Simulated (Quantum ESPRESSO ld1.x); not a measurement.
Problem. All-electron atom: Cd II in [Kr] 4d9.5 5s1.5 (fractional occupations, a model configuration). Calculated with ld1.x of Quantum ESPRESSO 7.5: scalar-relativistic Kohn-Sham, LDA (Slater exchange, Perdew-Zunger correlation), spin-polarised, spherical densities, point nucleus; open shells are filled with parallel spins first. Some entries of the table are withheld. Estimate them.

| orbital | occ. | eigenvalue (eV) | <r^2> (bohr^2) |
|---|---|---|---|
| 1s up | 1 | -26505.0 | 0.001252 |
| 1s down | 1 | -26505.0 | 0.001252 |
| 2s up | 1 | -3945.85 | 0.02047 |
| 2s down | 1 | -3945.74 | 0.02047 |
| 2p up | 3 | -3544.03 | 0.01612 |
| 2p down | 3 | -3543.94 | 0.01612 |
| 3s up | 1 | -744.357 | 0.1474 |
| 3s down | 1 | -744.273 | 0.1474 |
| 3p up | 3 | -612.547 | 0.1484 |
| 3p down | 3 | -612.458 | 0.1484 |
| 3d up | 5 | -405.632 | 0.1335 |
| 3d down | 5 | -405.520 | 0.1335 |
| 4s up | 1 | -117.389 | 0.8724 |
| 4s down | 1 | -117.008 | 0.8719 |
| 4p up | 3 | -78.4534 | 1.050 |
| 4p down | 3 | -78.0591 | 1.049 |
| 4d up | 5 | -22.9237 | 1.893 |
| 4d down | 4.5 | -22.4930 | 1.889 |
| 5s up | 1 | -14.4270 | 7.454 |
| 5s down | 0.5 | -13.9694 | 7.556 |
| 5p up | 0 | -8.2893 | 12.08 |
| 5p down | 0 | -7.9238 | 12.50 |
| 6s up | 0 | -3.4677 | 49.24 |
| 6s down | 0 | -3.4002 | 50.66 |
| 5d up | 0 | -2.4866 | 44.34 |
| 5d down | 0 | -2.3914 | 47.51 |
| 4f up | 0 | -0.9005 | (1) |
| 4f down | 0 | -0.8978 | (2) |

Solution. 
(1) 4f up <r^2> (bohr^2): 286.3
(2) 4f down <r^2> (bohr^2): 290.2
